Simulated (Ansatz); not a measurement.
H3NSn (SMILES [NH2][SnH]) moved off its minimum; all values from Ansatz (a quantum-chemistry and plane-wave program), cores frozen in correlated methods. Elements past Kr take the def2 small-core potentials, without spin–orbit coupling.
(charge 0, multiplicity 1)
```xyz
5

Sn     0.07054     0.09299     0.29261
H     -0.57222     1.37393    -1.05813
N      0.74227    -1.04473    -1.09328
H      0.70372    -0.84663    -2.11529
H      1.05447    -2.00454    -0.96726
```

Forces at HF/def2-TZVPP (eV/Å):

| atom | Fx | Fy | Fz |
|---|---|---|---|
| Sn1 | -1.323 | 2.308 | 0.347 |
| H2 | 0.522 | -0.870 | 1.161 |
| N3 | 0.982 | -2.169 | -3.576 |
| H4 | -0.005 | -0.286 | 2.046 |
| H5 | -0.175 | 1.018 | 0.022 |

**Question.** Give the forces (eV/Å), the total energy and the dipole at CCSD(T)/def2-TZVPPD.

**Answer.** 
| atom | Fx | Fy | Fz |
|---|---|---|---|
| Sn1 | -1.466 | 2.512 | 1.059 |
| H2 | 0.475 | -0.766 | 0.950 |
| N3 | 0.966 | -1.905 | -3.387 |
| H4 | -0.028 | -0.165 | 1.281 |
| H5 | 0.052 | 0.324 | 0.096 |
Energy -269.9059 hartree, dipole 1.62 D.
